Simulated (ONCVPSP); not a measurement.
# oxygen (O), ONCV: configuration errors across variants

ONCVPSP 4.0.1 input, shortened (lines: element, Z, core and valence counts, functional; n l f; lmax; l rc ep ncon nbas qcut; lloc lpopt rc5 dvloc0; l nproj debl; icmod fcfact rcfact), PBE, scalar-relativistic:

```
  O 8.00    1    2        4      upf
    1    0    2.00
    2    0    2.00
    2    1    4.00
    2
    0    0.85    0.00    4    8    8.20
    1    1.90    0.00    4    8    7.30
    2    1.55    0.19    4    8    5.60
    4    5    0.75    2.00
    0    3    1.00
    1    2    0.40
    2    2    2.40
    2    0.40    1.10
```

All-electron excitation energies from the reference (eV): (1) 2s2 2p3 16.431; (2) 2s2 2p2 50.017; (3) 2s2 2p1 103.885; (4) 2s2 2p3.5 6.286.

A true bound ghost makes a file unfit for plane-wave use even where its test errors are small: the radial tests pick states by their node count and pass the ghost by.

Errors AE − PS in meV (a dash: test not solved or not reliable):

```json
{"change": "base", "(1)": "+84", "(2)": "+620", "(3)": "+2234", "(4)": "+14", "bound ghosts": "s", "GHOST(+) flags above zero": "none"}
{"change": "p: rc 1.3", "(1)": "+24", "(2)": "+207", "(3)": "+835", "(4)": "+3.5", "bound ghosts": "s", "GHOST(+) flags above zero": "none"}
{"change": "p: rc 1.46", "(1)": "+35", "(2)": "+288", "(3)": "+1127", "(4)": "+5.5", "bound ghosts": "s", "GHOST(+) flags above zero": "none"}
{"change": "p: rc 1.72", "(1)": "+61", "(2)": "+471", "(3)": "+1747", "(4)": "+10", "bound ghosts": "s", "GHOST(+) flags above zero": "none"}
{"change": "p: rc 1.84", "(1)": "+76", "(2)": "+569", "(3)": "+2063", "(4)": "+13", "bound ghosts": "s", "GHOST(+) flags above zero": "none"}
{"change": "p: rc 2.04", "(1)": "+105", "(2)": "+759", "(3)": "+2675", "(4)": "+18", "bound ghosts": "s", "GHOST(+) flags above zero": "none"}
{"change": "p: rc 2.26", "(1)": "+144", "(2)": "+1004", "(3)": "+3429", "(4)": "+25", "bound ghosts": "s", "GHOST(+) flags above zero": "none"}
{"change": "p: rc 2.42", "(1)": "+176", "(2)": "+1195", "(3)": "+4000", "(4)": "+31", "bound ghosts": "s", "GHOST(+) flags above zero": "none"}
{"change": "p: rc 2.76", "(1)": "+258", "(2)": "+1668", "(3)": "+5361", "(4)": "+47", "bound ghosts": "s", "GHOST(+) flags above zero": "none"}
```

Give the same row for: p: rc 2.54.

+202, +1344, +4435, +36; bound ghosts: s; GHOST(+) flags above zero: none.
